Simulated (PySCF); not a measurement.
Ba(F)2, SMILES [F][Ba][F] (BaF₂) (CAM-B3LYP/def2-SVP optimised geometry):

```
3

Ba    -0.633    -1.010     0.000
F     -1.610     1.010     0.000
F      1.610    -1.010     0.000
```

Computed with CAM-B3LYP/def2-TZVP, def2 effective core potentials past Kr (PySCF).

Q: What are the frontier orbital energies and the dipole moment?

A: HOMO-2 -10.11 eV, HOMO-1 -9.93 eV, HOMO -9.68 eV, LUMO -1.06 eV, LUMO+1 0.04 eV; dipole moment 7.62 D.

On the same geometry PBE/def2-TZVP, def2 effective core potentials past Kr (PySCF 2.14.0) gives HOMO-2 -6.76 eV, HOMO-1 -6.65 eV, HOMO -6.40 eV, LUMO -2.00 eV, LUMO+1 -0.81 eV; dipole moment 7.08 D.
